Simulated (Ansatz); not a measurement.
C3H7ClSi (`ClC[SiH]1CC1`). The species carries charge 0 and has multiplicity 1. The geometry is a stationary point of PBE0-D4/def2-TZVP. It is one conformer, not always the lowest.

```xyz
12

Cl    0.303   -2.856    1.170
C     0.267   -1.086    1.432
Si    0.656   -0.181   -0.161
C    -0.113    1.473   -0.440
C    -0.727    0.314   -1.266
H    -0.729   -0.824    1.790
H     0.986   -0.864    2.222
H     1.988   -0.491   -0.720
H     0.429    2.227   -1.002
H    -0.752    1.907    0.322
H    -0.568    0.354   -2.339
H    -1.741    0.027   -1.008
```

Task: What is the dipole moment at r2SCAN/def2-TZVPP? (Best estimate.)

Result: Computed: 1.75 D, with components (-0.22, 1.69, 0.40) D in this frame, pointing from negative to positive charge.

Task: And with PBE, B3LYP, ωB97M-V? (Best estimate.)

Result: Ansatz gave: PBE 1.66 D, B3LYP 1.64 D, ωB97M-V 1.60 D.

Task: Give the Mulliken charges with r2SCAN, B3LYP, PBE in def2-TZVPP. (Estimate.)

Result: Ansatz gave: 
```tsv
atom	r2SCAN	B3LYP	PBE
Cl1	-0.17	-0.16	-0.15
C2	-0.11	-0.19	-0.17
Si3	0.30	0.29	0.20
C4	-0.22	-0.26	-0.23
C5	-0.20	-0.24	-0.20
H6	0.09	0.13	0.13
H7	0.10	0.13	0.13
H8	-0.07	-0.07	-0.06
H9	0.07	0.09	0.09
H10	0.07	0.09	0.09
H11	0.07	0.09	0.09
H12	0.07	0.09	0.09
```

B3LYP here is the variant with VWN-RPA as its local correlation; programs differ in this.
